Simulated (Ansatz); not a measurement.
CH6Cl2Si2 (`[SiH3]C[SiH](Cl)Cl`) at its PBE0-D4/def2-TZVP geometry, where that method's forces vanish. Total charge 0; spin multiplicity 1.

```csv
atom,x (Å),y (Å),z (Å)
Si1,1.5533,0.0338,0.4439
C2,-0.2418,-0.5193,0.5510
Si3,-1.4204,0.1949,-0.6772
Cl4,-0.8287,-0.2900,-2.5771
Cl5,-1.4684,2.2344,-0.4961
H6,2.3349,-0.6542,1.5050
H7,2.1238,-0.3210,-0.8793
H8,1.6535,1.5002,0.6479
H9,-0.6222,-0.2780,1.5505
H10,-0.2781,-1.6099,0.4451
H11,-2.8059,-0.2908,-0.5137
```

Q: For each bond, give half the difference of the two atoms' forces along it (eV/Å; positive pushes the atoms apart) under PBE-D4, r2SCAN-D4, B3LYP-D4, ωB97M-V in def2-TZVPP. (Estimate.)

A: Computed: 
| bond | length (Å) | PBE-D4 | r2SCAN-D4 | B3LYP-D4 | ωB97M-V |
| --- | --- | --- | --- | --- | --- |
| Si1–C2 | 1.881 | 0.00 | 0.03 | 0.14 | 0.08 |
| Si1–H6 | 1.487 | 0.07 | -0.03 | -0.10 | -0.12 |
| Si1–H7 | 1.484 | 0.07 | -0.02 | -0.08 | -0.10 |
| Si1–H8 | 1.484 | 0.07 | -0.02 | -0.08 | -0.10 |
| C2–Si3 | 1.846 | 0.00 | 0.00 | 0.04 | -0.01 |
| C2–H9 | 1.096 | 0.10 | -0.01 | -0.07 | -0.04 |
| C2–H10 | 1.096 | 0.10 | -0.01 | -0.07 | -0.04 |
| Si3–Cl4 | 2.048 | 0.17 | 0.05 | 0.19 | 0.08 |
| Si3–Cl5 | 2.048 | 0.17 | 0.05 | 0.19 | 0.08 |
| Si3–H11 | 1.477 | 0.06 | -0.04 | -0.19 | -0.20 |

B3LYP here is the variant with VWN-RPA as its local correlation; programs differ in this.
